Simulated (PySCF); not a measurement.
## Zr⁺ (zirconium, charge +1) across methods

[Kr] 4d2 5s1, high-spin 4F determinant. Calculation: PySCF 2.14, in def2-TZVPPD with the def2 core potential (28 electrons); scalar relativity through the core potential.

```csv
method,E (hartree),mean ε 4p β (eV),mean ε 4d α (eV),mean ε 5s α (eV),Σ⟨r²⟩ (bohr²),⟨S²⟩
LC-wPBE,-46.6710,-43.662,-14.796,-12.963,40.09,3.752
PBE,-46.6623,-38.728,-10.934,-10.503,40.43,3.751
M06-2X,-46.5599,-42.740,-13.148,-12.007,40.31,3.751
UHF,-46.25364,-45.999,-15.468,-12.445,40.91,3.755
revPBE,-46.6990,-38.747,-10.933,-10.434,40.41,3.751
wB97M-V,-46.5776,-43.444,-14.246,-12.682,40.62,3.751
LDA,-46.5138,-38.712,-10.850,-10.754,40.52,3.750
r2SCAN,-46.6831,-39.494,-11.239,-10.642,40.33,3.752
PBE0,-46.6509,-40.818,-12.195,-11.090,40.34,3.751
```

Energies and moments cover only the electrons outside the core potential.
